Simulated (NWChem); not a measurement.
# C2H6NO cation; SMILES CC(N)=[OH+]

```xyz
10

C      0.1485    -1.4082     0.0012
C     -0.0052     0.0633     0.0005
N      1.0124     0.8740    -0.0003
O     -1.1714     0.6224     0.0000
H     -0.3511    -1.8262     0.8905
H      1.2000    -1.7176     0.0064
H     -0.3447    -1.8272    -0.8912
H      0.8675     1.8838    -0.0010
H      1.9659     0.5248    -0.0003
H     -1.9067    -0.0108     0.0008
```
Atoms are numbered in this order, from 1.

Program: NWChem. Pople sets run with spherical d functions. The geometry was optimised at PBE0/def2-SVP. B3LYP is NWChem's, with the RPA form of VWN correlation. Atomic charges in e: unrestrained fits to the electrostatic potential beside Mulliken populations; buried atoms are poorly determined by the fit.

For level Hartree-Fock/6-31G*:

| Quantity | Value |
|---|---|
| Mulliken C1 | -0.64 |
| ESP C2 | 0.88 |
| Mulliken C2 | 0.84 |
| ESP N3 | -0.81 |
| Mulliken N3 | -0.85 |
| Mulliken O4 | -0.66 |

Problem. Estimate the same quantities for level B3LYP/def2-SVP.

Solution. The Mulliken C1 is 0.02 and the ESP C2 is 0.68. The Mulliken C2 is 0.03, the ESP N3 comes out as -0.59 and the Mulliken N3 is 0.05. The Mulliken O4 comes out as -0.06.
